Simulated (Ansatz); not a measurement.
Relaxation of Ge2H8OSn (12 atoms, charge 0, multiplicity 1), to a largest force component of 0.015 eV/Å in at most 40 steps.

Level of theory: Ansatz 0.2.0, RHF/def2-SVP.

```xyz
12
Properties=species:S:1:pos:R:3
O -2.110 1.434 -0.603
Ge -0.929 1.680 0.664
Sn 0.215 -0.589 1.079
Ge 1.246 -1.483 -1.160
H -1.665 1.057 -1.385
H -1.607 2.185 1.969
H 0.153 2.727 0.211
H -0.871 -1.713 1.739
H 1.569 -0.351 2.267
H 2.211 -0.490 -1.701
H -0.006 -1.653 -2.141
H 1.870 -2.859 -0.905
```

**Question.** Where does it end, and by what steps?

**Answer.** The forces met the threshold. After 6 steps the energy has fallen by 0.302 eV; H5 moved furthest, 0.38 Å.

```csv
step,energy less start (eV),largest force component (eV/Å),accepted
0,0.0000,1.852,yes
1,-0.1046,2.034,yes
2,-0.2023,0.793,yes
3,-0.2464,0.534,yes
4,-0.3002,0.141,yes
5,-0.3012,0.046,yes
6,-0.3019,0.011,yes
```

```xyz
12
Properties=species:S:1:pos:R:3
O -2.181 1.505 -0.544
Ge -0.928 1.710 0.697
Sn 0.296 -0.602 1.110
Ge 1.266 -1.581 -1.147
H -1.893 1.355 -1.430
H -1.684 2.198 1.934
H 0.066 2.791 0.235
H -0.816 -1.721 1.776
H 1.577 -0.394 2.230
H 2.316 -0.625 -1.732
H 0.138 -1.742 -2.178
H 1.921 -2.950 -0.916
```

Whether the end is a true minimum wasn't checked by a vibrational analysis.

Time of the run: 38 s on 2 threads of Arm Neoverse V1, with other jobs on the host, peak memory 0.5 GiB.
